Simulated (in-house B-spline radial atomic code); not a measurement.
## RPA and G0W0 on HSE06: Ru IV (Ru3+)

Configuration [Kr] 4d5, highest spin, mean-field start HSE06. Computed with a B-spline radial code for spherical atoms: all electrons, scalar-relativistic (spin-free one-electron X2C), finite nucleus, each spin shell either full or empty, empty states to l = 9 with an (l + 1/2)⁻⁴ tail; G0W0 by contour deformation at full frequency.

Command:
```bash
python run_gw.py task.json out
```
Settings (radii: box in bohr, nucleus in fm):
```
Z                        44
electrons                41
configuration            [Kr] 4d5
hamiltonian              x2c
method                   hse06
lmax                     9
rms_radius               4.4809
spin_polarised           True
box_radius               14.14
intervals                68
```

Time taken, with all properties: 4.4 s on 1 thread of Arm Neoverse V2, with other jobs on the host.

Energies (hartree):

```csv
term,value
mean-field total,-4528.07940
Hartree-Fock functional on these orbitals,-4526.27735
direct second order,-3.4154
second-order exchange,0.99009
SOSEX correction,0.9274
```

Problem. What is the RPA correlation energy, and what remains with SOSEX?

Solution. RPA gives -3.0432 hartree (-2.02 eV per electron); RPA + SOSEX gives -2.1158, and the second-order doubles -2.4253 hartree (no singles). RPA lacks exchange-type terms and so overcorrelates at short range.

Quasi-particle levels (eV):

```csv
level,occupied,mean field,Σx - vxc,Σc,QP weight,G0W0
4d up,yes,-40.50,-5.62,?,?,?
4p down,yes,-80.23,-6.65,0.43,0.919,-86.45
4d down,no,-32.99,8.00,-3.71,0.944,-28.705
```

G0W0 = mean field + (Σx - vxc) + Σc, with Σc (partial-wave tail included) taken at the quasi-particle energy. Only the outer levels were computed. Levels of low weight are left out.

Problem. Where does G0W0 put 4d up?

Solution. At -46.19 eV, with Σc = -0.07 eV and a quasi-particle weight of 0.941. The tabulated removal energy is 45 ± 1.7 eV (NIST, tabulated theory); the calculation leaves out spin-orbit coupling, Breit and QED terms, and what these don't explain is the method's own error.
